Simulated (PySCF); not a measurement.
The vertical singlet excitations below were computed for one of the candidates. Computed with PySCF, TDDFT B3LYP/def2-SVPD, vertical, gas phase, core orbitals frozen in the response. Geometries: GFN2-xTB, one conformer each.

| state | E (eV) | λ (nm) | f |
| --- | --- | --- | --- |
| S1 | 4.82 | 257.2 | 0.041 |
| S2 | 5.40 | 229.7 | 0.0046 |
| S3 | 5.72 | 216.9 | 0.032 |
| S4 | 5.79 | 214.0 | 0.017 |
| S5 | 6.02 | 206.1 | 0.012 |
| S6 | 6.10 | 203.1 | 0.055 |
| S7 | 6.38 | 194.4 | 0.026 |
| S8 | 6.46 | 191.9 | 0.013 |

Question: Which candidate is it? All have the formula C5H6OS.
A. `C#CC(=C)[S@@](C)=O`
B. `C#C[C@@H]1CC[S@@]1=O`
C. `O=C[C@@H]1CC=CS1`

Answer: B. Its S1, at 4.82 eV, is the highest among the candidates; the nearest of the others has S1 at 4.36 eV. S1 is HOMO→LUMO (93%). Löwdin shares by element: HOMO oxygen 42%, sulfur 28%, carbon 15% or more; LUMO carbon 40% or more, sulfur 36% (atoms not listed hold the other 24%). At the same level the other candidates give, for their lowest levels:
- `C#CC(=C)[S@@](C)=O`: 4.36 eV (f 0.021); 5.03 eV (f 0.008); 5.44 eV (f 0.109); 5.65 eV (f 0.074); 5.82 eV (f 0.003); T1 3.47 eV; HOMO -6.86, LUMO -1.64 eV
- `O=C[C@@H]1CC=CS1`: 3.77 eV (f 0.023); 4.48 eV (f 0.002); 4.88 eV (f 0.012); 5.49 eV (f 0.086); 5.60 eV (f 0.013); T1 3.31 eV; HOMO -6.11, LUMO -1.37 eV
Triplets come from the Tamm–Dancoff approximation.
